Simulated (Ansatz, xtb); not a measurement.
## Relative energy of two isomers of C5H5BrN2

Structure X is `Nc1ccc(Br)nc1`, a singlet and structure Y is `Nc1cnccc1Br`, a singlet. Both are isolated molecules in the gas phase, relaxed with PBE0-D3(BJ)/def2-SVP; the shapes shown needn't be the lowest conformers.

X (Å):

```yaml
atoms:
  - { symbol: C, position_ang: [0.4464, -0.5911, 1.0246] }
  - { symbol: C, position_ang: [0.0717, -0.8559, -0.3040] }
  - { symbol: C, position_ang: [-0.6540, 0.0863, -1.0171] }
  - { symbol: C, position_ang: [-0.9868, 1.2799, -0.3718] }
  - { symbol: C, position_ang: [0.0438, 0.6492, 1.5533] }
  - { symbol: Br, position_ang: [-1.9823, 2.5917, -1.3187] }
  - { symbol: N, position_ang: [1.2046, -1.4706, 1.7582] }
  - { symbol: N, position_ang: [-0.6497, 1.5471, 0.8675] }
  - { symbol: H, position_ang: [1.2077, -2.4380, 1.4652] }
  - { symbol: H, position_ang: [1.2122, -1.3458, 2.7615] }
  - { symbol: H, position_ang: [0.3541, -1.8010, -0.7758] }
  - { symbol: H, position_ang: [-0.9576, -0.0957, -2.0486] }
  - { symbol: H, position_ang: [0.3065, 0.9119, 2.5857] }
```

Y (Å):

```yaml
atoms:
  - { symbol: C, position_ang: [0.6433, -0.4644, 0.7090] }
  - { symbol: C, position_ang: [0.2805, -0.9590, -0.5640] }
  - { symbol: C, position_ang: [-1.6631, 0.2308, -0.6457] }
  - { symbol: C, position_ang: [-1.4241, 0.7983, 0.6034] }
  - { symbol: C, position_ang: [-0.2624, 0.4469, 1.2797] }
  - { symbol: Br, position_ang: [0.1167, 1.1966, 2.9716] }
  - { symbol: N, position_ang: [1.7787, -0.8838, 1.3416] }
  - { symbol: N, position_ang: [-0.8206, -0.6293, -1.2135] }
  - { symbol: H, position_ang: [2.1099, -0.3276, 2.1194] }
  - { symbol: H, position_ang: [2.4938, -1.3204, 0.7772] }
  - { symbol: H, position_ang: [0.9564, -1.6714, -1.0555] }
  - { symbol: H, position_ang: [-2.5700, 0.4866, -1.2030] }
  - { symbol: H, position_ang: [-2.1274, 1.5057, 1.0454] }
```

Question: Estimate E(Y) − E(X) at the level CCSD(T)/def2-SVP + ΔMP2/def2-TZVPP.

Answer: CCSD(T)/def2-SVP + ΔMP2/def2-TZVPP gives E(Y) − E(X) = −1.03 kcal/mol, favouring structure Y, but this leans on the basis-set step: CCSD(T) alone gives −0.29 kcal/mol.

Level by level:

| level | geometry | E(Y) − E(X) (kcal/mol) | departure from the last row (kcal/mol) | job, with rough time for the two |
| --- | --- | --- | --- | --- |
| GFN2-xTB | GFN2-xTB | +0.72 | +1.75 | optimisation, 0.53 s |
| HF/STO-3G | GFN2-xTB | +1.61 | +2.64 | single point, 3.1 s |
| r2SCAN-D4/def2-SVP | GFN2-xTB | +0.11 | +1.14 | single point, 14 s |
| PBE0-D3(BJ)/def2-SVP | PBE0-D3(BJ)/def2-SVP | −0.25 | +0.78 | optimisation, 3.1 min |
| HF/def2-SVP | PBE0-D3(BJ)/def2-SVP | +0.62 | +1.65 | part of the CCSD(T) run |
| MP2/def2-SVP | PBE0-D3(BJ)/def2-SVP | −0.30 | +0.73 | part of the CCSD(T) run |
| CCSD(T)/def2-SVP | PBE0-D3(BJ)/def2-SVP | −0.29 | +0.74 | single point |
| CCSD(T)/def2-SVP + ΔMP2/def2-TZVPP | PBE0-D3(BJ)/def2-SVP | −1.03 |  | single point, 7.2 min |

As drawn, both hold the same kinds of bond in the same numbers.

GFN2-xTB, HF/STO-3G, HF/def2-SVP put the two in the other order. r2SCAN-D4/def2-SVP, PBE0-D3(BJ)/def2-SVP, MP2/def2-SVP, CCSD(T)/def2-SVP find them nearly level. The largest departure from CCSD(T)/def2-SVP + ΔMP2/def2-TZVPP is that of HF/STO-3G, 2.64 kcal/mol. The last row adds to CCSD(T) the change of the MP2 difference between the two basis sets, here −0.74 kcal/mol.

With thermal terms from frequencies at re-optimised GFN2-xTB minima (ideal gas, soft modes damped towards free rotors, one conformer each, 298.15 K, 1 atm): on the last row, ΔE + ΔZPE = −1.08, ΔH = −1.08, ΔG = −1.07 kcal/mol.

The correlated steps freeze 16 core orbitals; the filled d shell of Br is correlated, in a basis made for valence electrons. Programs: Ansatz 0.2.0, xtb 6.7.1; the last row on 2 threads of Intel(R) Xeon(R) Processor @ 2.50GHz (Skylake/Cascade Lake) on a shared host.
